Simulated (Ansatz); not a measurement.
Cost and result up the ladder for the cluster Hf₇ (7 atoms). Total charge 0; singlet. Geometry: PBE-D4/def2-SVP.

| atom | x (Å) | y (Å) | z (Å) |
| --- | --- | --- | --- |
| Hf1 | -0.0186 | 0.5165 | 3.1132 |
| Hf2 | 1.8752 | -0.4521 | 1.3352 |
| Hf3 | 0.0831 | 1.1013 | -2.9561 |
| Hf4 | 0.7410 | -1.1277 | -1.3049 |
| Hf5 | 0.0512 | 1.2951 | 0.1253 |
| Hf6 | -0.8377 | -1.2951 | 1.0700 |
| Hf7 | -1.8944 | -0.0380 | -1.3828 |

Ansatz on 4 threads of Intel Xeon on a shared host. Times are rough, and most runs start from the orbitals of an earlier one. No level here is sound enough to serve as a yardstick. Binding counts from free atoms at the same level (Hf triplet; other spins of the atoms weren't run), without zero-point energy or a counterpoise term.

In the def2 sets Hf takes a core potential; there is no spin–orbit coupling. HSE06 is defined as in plane-wave codes, on full-range PBE exchange. No other spin state of charge 0 was run. Another isomer (singlet) lies 1.54 eV lower at PBE0-D4/def2-TZVP; other spin states weren't run for this one.

Run but left out: HF/def2-TZVP, MP2/def2-TZVP (restricted singlet, unstable towards broken spin symmetry).

| level | functions | wall time | binding energy per atom (eV) | remarks |
| --- | --- | --- | --- | --- |
| PBE-D4/def2-TZVP (with forces) | 280 | 40 s | 3.67 | restricted SCF unstable in HF |
| r2SCAN-D4/def2-TZVP | 280 | 52 s | 3.32 | restricted SCF unstable in HF |
| HSE06-D4/def2-TZVP | 280 | 3.9 min | 3.19 | restricted SCF unstable in HF |
| PBE0-D4/def2-TZVP | 280 | 4.3 min | 3.16 | restricted SCF unstable in HF |
